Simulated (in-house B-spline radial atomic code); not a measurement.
Radial electron density of I XLIV (I43+), [He] 2s2 2p6. Computed with an all-electron radial atomic-structure program (B-spline basis): Dirac-Hartree-Fock, average of configuration, Fermi nucleus of rms radius 4.75 fm.

Columns: r (bohr), 4πr²n(r) (electrons per bohr), bar.

```
0.000918    1.658 #
 0.00106    2.129 #
 0.00124    2.791 ##
 0.00143    3.558 ##
 0.00166    4.572 ###
 0.00193    5.868 ###
 0.00223     7.42 ####
 0.00259    9.414 ######
 0.00301    11.88 #######
 0.00349    14.83 #########
 0.00404    18.33 ###########
 0.00469    22.54 #############
 0.00544    27.37 ################
 0.00631    32.83 ###################
 0.00731    38.75 #######################
 0.00848    45.06 ##########################
 0.00984    51.41 ##############################
  0.0114    57.32 ##################################
  0.0132    62.35 #####################################
  0.0153    66.04 #######################################
  0.0178    67.93 ########################################
  0.0206    67.68 ########################################
  0.0239    65.48 ######################################
  0.0278    61.86 ####################################
  0.0322    58.12 ##################################
  0.0373    55.56 #################################
  0.0433    55.49 #################################
  0.0502    58.58 ##################################
  0.0582    64.29 ######################################
  0.0675    70.73 #########################################
  0.0783    74.99 ############################################
  0.0909    74.21 ############################################
   0.105     67.2 #######################################
   0.122    54.14 ################################
   0.142    37.94 ######################
   0.164    23.37 ##############
   0.191     11.7 #######
   0.221    4.944 ###
   0.256    1.654 #
   0.297   0.4187 
   0.345  0.07655 
     0.4 0.009995
```

On this grid the curve has 2 maxima, near 0.0178, 0.0783 bohr.

The 2p3/2 radial function P(r) = rR(r), positive near the nucleus, with its small component Q(r) (sign convention: Q ≈ (P' + κP/r)/2c):

```csv
r (bohr),P,Q
0.000918,0.003519,-0.0003432
0.00124,0.006295,-0.0006134
0.00166,0.01103,-0.001075
0.00223,0.0194,-0.001888
0.00301,0.03424,-0.003328
0.00404,0.05936,-0.005762
0.00544,0.1026,-0.009939
0.00731,0.1744,-0.01685
0.00984,0.2926,-0.02817
0.0132,0.4772,-0.04573
0.0178,0.7619,-0.07257
0.0239,1.161,-0.1098
0.0322,1.687,-0.1582
0.0433,2.28,-0.2116
0.0582,2.808,-0.2576
0.0783,3.059,-0.2771
0.105,2.836,-0.2536
0.142,2.102,-0.1857
0.191,1.169,-0.1022
0.256,0.4465,-0.03875
0.345,0.09895,-0.00854
```
